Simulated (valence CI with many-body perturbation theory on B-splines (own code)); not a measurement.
Values are calculated unless marked as measured or tabulated.
# Pt⁵⁺ in three bases

Level of theory: valence CI with perturbative core correlation (CI+MBPT): five valence electrons over a frozen Dirac-Fock core [Xe] 4f14, radial functions for each j: 7 s, 7 p, 8 d, 6 f, 4 g, 1 h, with the one-electron correlation potential Σ1 (screened to all orders), the two-electron term Σ2, the three-electron term Σ3, Breit, model QED; selected single and double excitations, second order for the rest, scaled by the run's own slope (own B-spline code, finite nucleus).

No measured spectrum was set against this ion. As an estimate, terms of the open shell hold to 2 to 4 % of their energy, and close levels can change places; different configurations can be misplaced against each other by 1,000 to 8,000 cm⁻¹. Among the levels kept, up to 680 cm⁻¹ of a level comes from second order outside the variational space, and about a tenth of that is noise between levels of different J, which matters for small intervals. Only levels of the ground parity were solved; by the run's estimate the other parity begins above the list, which can be wrong where configurations are misplaced.

The reference run has the lowest level (5d3/2^3 5d5/2^2) J=5/2 [a] and an ionisation energy of 75.1851 eV. Its largest variational space holds 20000 state functions.

Levels are named by their leading jj configuration (3d3/2^4 stands for four electrons in 3d with j = 3/2), which in mixed levels can hold well under half, so a name can repeat and another be missing. Letters in brackets count levels of one name in rising energy.

Changed runs:
A. basis 6 s, 6 p, 5 d, 5 f, 1 g
B. basis 5 s, 5 p, 4 d, 4 f

Excitation energies of the reference run in cm⁻¹, and shifts in cm⁻¹:

```tsv
Level	Reference	A	B
(5d3/2^4 5d5/2) J=5/2	18098	+429	+1591
(5d3/2^3 5d5/2^2) J=7/2 [a]	24829	+363	+1661
(5d3/2^3 5d5/2^2) J=3/2	25910	+374	+1505
(5d3/2^3 5d5/2^2) J=11/2	26444	+384	+1692
(5d3/2^3 5d5/2^2) J=5/2 [b]	27230	+324	+1465
(5d3/2^3 5d5/2^2) J=9/2	27777	+341	+1654
(5d3/2^3 5d5/2^2) J=1/2	29940	+371	+1438
(5d3/2^2 5d5/2^3) J=7/2 [a]	33886	+324	+1789
(5d3/2^3 5d5/2^2) J=5/2 [c]	35871	+427	+1812
(5d3/2^2 5d5/2^3) J=11/2	39018	+490	+2144
(5d3/2^2 5d5/2^3) J=1/2 [a]	39222	+324	+1604
(5d3/2^3 5d5/2^2) J=7/2 [b]	40407	+514	+2327
Ionisation energy (eV)	75.1851	-0.0536	-0.0675
```
